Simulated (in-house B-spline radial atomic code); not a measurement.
A fraction x of an electron is added to 4f in Tm, starting from [Xe] 4f13 6s2 and keeping the highest spin. Level of theory: scalar-relativistic (X2C) wB97X, spin-polarised, spherical fractional occupations, Fermi nucleus of rms radius 5.2256 fm; calculated with an all-electron radial atomic-structure program (B-spline basis).

Caution: exact exchange at fractional occupations of open shells leaves self-interaction of up to several eV.

| x | E(x) - E(0) (eV) | 4f down level (eV) |
| --- | --- | --- |
| 0 | 0.0000 | -6.038 |
| 0.1 | -0.5472 | -4.915 |
| 0.2 | -0.9847 | -3.845 |
| 0.3 | ? | ? |
| 0.4 | ? | ? |
| 0.5 | -1.6996 | -1.030 |
| 0.6 | -1.7635 | -0.268 |

What belongs in the row x = 0.3?

An energy change of -1.3183 eV; 4f down at -2.836 eV.

What belongs in the row x = 0.4?

An energy change of -1.5541 eV; 4f down at -1.894 eV.

Check Janak's theorem between x = 0.1 and 0.2.

The slope of the energy is -4.38 eV; the orbital levels give -4.38 eV (ε of the filling orbital, averaged over the two points).
